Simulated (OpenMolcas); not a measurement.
W2+ among 8 point charges of -1.2 e arranged as a cube (Oh), 2.52 Å from the ion.

- Program: OpenMolcas 26.06
- Method: SS-CASPT2, IPEA 0.25 Eh, imaginary shift 0.1 Eh (closed shells correlated: 4f 5s 5p)
- Basis: ANO-RCC-VDZP [7s6p4d2f1g]
- Scalar Hamiltonian: DKH2, point nucleus
- Active space: 4 electrons in 5 orbitals (5d)
- State averaging: 2S+1 = 5 even, 5 roots; 2S+1 = 3 even, 45 roots; 2S+1 = 1 even, 50 roots
- Spin-orbit coupling: state interaction with AMFI integrals over the reference wave functions

What is the spin-free ground state (labels of O, the rotations of Oh)?

5T2, 3-fold in its orbital part, 100 % from free-ion D terms; it has the highest spin that d4 allows.

Where is the first state of the same spin?

5E at 5450 cm-1 above the ground state.

What are the lowest two levels with spin-orbit coupling?

A 1-fold level A1, then a 3-fold level T1 2060 cm-1 above it. Their leading multiplicities are 5 (71 %) and 5 (87 %).

What is χT at 300 K?

0.17 cm3 K/mol.

Roots that are degenerate in the reference are averaged as groups; the widest CASPT2 spread within a group is 320 cm-1 (the 2-fold group of multiplicity 1 near 49700 cm-1 above the lowest state of its run). Shifts and gaps below about the spread of the groups concerned are not significant. Spin-orbit coupling mixes the spin-free states strongly: the lowest level takes only 61 % from its leading state, 5T2. Point charges give a weaker field than real ligands, and real ions of this kind are as a rule low spin; the high spin found here belongs to the model. Free-ion shares, where given, are those of the reference states; single-state CASPT2 does not remix them. This is an electrostatic model: the charges have no orbitals. No measured value stands beside these numbers.
